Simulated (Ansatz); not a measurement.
C4H9O (SMILES C1CC[OH+]C1), charge +1, singlet, at a GFN2-xTB geometry; CCSD(T)/STO-3G (Ansatz, a program for electronic structure).

Input for Ansatz:
Ansatz 0.2 input:
```yaml
crystal:
  periodic: [false, false, false]
  atoms:
    - {symbol: C, position_ang: [-0.00447944, -1.28472879, 0.09392042]}
    - {symbol: C, position_ang: [1.23954683, -0.37690799, 0.08282651]}
    - {symbol: C, position_ang: [0.68440553, 1.04470378, -0.06175191]}
    - {symbol: O, position_ang: [-0.74163892, 0.90458995, -0.37031417]}
    - {symbol: C, position_ang: [-1.15092608, -0.31491245, 0.32720489]}
    - {symbol: H, position_ang: [-0.12187878, -1.80153494, -0.85891324]}
    - {symbol: H, position_ang: [0.04576841, -2.03792154, 0.87515177]}
    - {symbol: H, position_ang: [1.90529941, -0.63552379, -0.73769529]}
    - {symbol: H, position_ang: [1.80459289, -0.46948605, 1.00710049]}
    - {symbol: H, position_ang: [1.15957586, 1.63391109, -0.84446657]}
    - {symbol: H, position_ang: [0.72977715, 1.59910521, 0.87765499]}
    - {symbol: H, position_ang: [-0.83620533, 0.74778215, -1.33255069]}
    - {symbol: H, position_ang: [-2.11628290, -0.64158325, -0.05666754]}
    - {symbol: H, position_ang: [-1.24881633, -0.04039584, 1.37970000]}
basis:
  gaussian:
    orbitals: STO-3G
total_charge: 1
magnetization: {spin_polarized: false}
correlation: {method: ccsd_t}
```

What the program printed (banner, timings and long lists left out):

```
Functional definition: HF
485 factors; integrals over basis functions are off by at most 3.9e-5 eV
mean field evaluation 1: about -6217.6702 eV, gradient 1.6e1 eV
mean field evaluation 2: about -6218.0387 eV, gradient 1.6e1 eV
mean field evaluation 4: about -6219.0844 eV, gradient 1.2e0 eV
mean field evaluation 8: about -6219.0892 eV, gradient 3.1e-6 eV
mean field evaluation 16: about -6219.0888 eV, gradient 2.7e-1 eV
mean field -6219.08917064 eV, -228.5473115708 hartree, gradient 7.3e-7 eV, S^2 0.000000; 0 other end points of the search recorded, 0 dependent functions left out
5 core orbitals not correlated
reference -6219.08917064 eV, -228.5473115708 hartree; 15, 15 occupied and 14, 14 virtual orbitals, 485 factors
second order -6.77210679 eV of doubles, -0.00000000 eV of singles
cycle   1  -8.11831529 eV  change    -1.3e0 eV  update   8.2e-2
cycle   2  -8.70743134 eV  change   -5.9e-1 eV  update   3.0e-2
cycle   3  -8.75609701 eV  change   -4.9e-2 eV  update   6.1e-3
cycle   4  -8.76231819 eV  change   -6.2e-3 eV  update   1.9e-3
cycle   5  -8.76204652 eV  change    2.7e-4 eV  update   5.0e-4
cycle   6  -8.76188226 eV  change    1.6e-4 eV  update   1.3e-4
cycle   7  -8.76181482 eV  change    6.7e-5 eV  update   5.0e-5
cycle   8  -8.76181213 eV  change    2.7e-6 eV  update   1.1e-5
perturbative correction -0.08773197 eV, -0.0032240906 hartree
Total energy: -6227.93871474 eV, -228.8725263183 hartree
```
